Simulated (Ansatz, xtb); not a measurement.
CAlOZn: where a starting geometry ends

The starting geometry of this gas-phase doublet was built from a drawn formula by distance geometry and a force field; its bonds are those of `[Al][C]1[O][Zn]1`.

```tsv
atom	x (Å)	y (Å)	z (Å)
C	-2.2865	1.4560	-3.0309
Al	-4.0263	0.5368	-3.3858
O	-1.2181	0.5384	-3.1526
Zn	-0.9424	2.4912	-2.6717
```

Question: Predict what becomes of its bonds when it is optimised with r2SCAN-D4/def2-SVP.

Answer: It rearranges, giving a structure given below by its coordinates. Distances that change by over a tenth: C1–O3 (1.41 → 1.17 Å), C1–Zn4 (1.73 → 2.41 Å). Contacts that open: O3–Zn4 (2.03 → 3.32 Å). Contacts that close: Al2–Zn4 (3.72 → 2.46 Å).

The energy falls by 3.13 eV over 13 steps:

```
step  E − E(last) (eV)
   1             3.131
   2             2.531
   4             1.182
   5             0.987
   6             0.774
   8             0.363
   9             0.089
  10             0.007
  12             0.000
  13             0.000
```

Final geometry (Å):

```yaml
atoms:
  - { symbol: C, position_ang: [-1.8643, 0.6589, -3.1783] }
  - { symbol: Al, position_ang: [-3.7315, 1.4901, -3.1402] }
  - { symbol: O, position_ang: [-1.0114, -0.1306, -3.2910] }
  - { symbol: Zn, position_ang: [-1.8661, 3.0041, -2.6316] }
```

From the same start GFN2-xTB ends elsewhere, differing in Al2–O3 (1.87 against 3.17 Å here).

The end wasn't checked by frequencies. Open shells are spin-unrestricted. Run with Ansatz 0.2.0, 5.4 min on 1 thread of Arm Neoverse V1 (shared host).
